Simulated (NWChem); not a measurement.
A series in which one site is exchanged, each optimised at PBE0/def2-SVP with NWChem, gas phase unless a solvent is named. Some are not confirmed as minima by frequencies. def2 effective core potentials on In, I; no spin-orbit coupling.

A: [Br][In]([F])[F] (InBrF2; site = Br)
B: [F][In]([F])[I] (InIF2; site = I)
C: [F][In]([F])[F] (InF$_{3}$; site = F)
D: [InH]([F])[F] (InHF₂; site = H)

Problem. Rank them by static polarisability, CAM-B3LYP/def2-SVPD (bohr³), lowest first.

Solution. C (29.4), D (32.2), A (52.6), B (66.4)
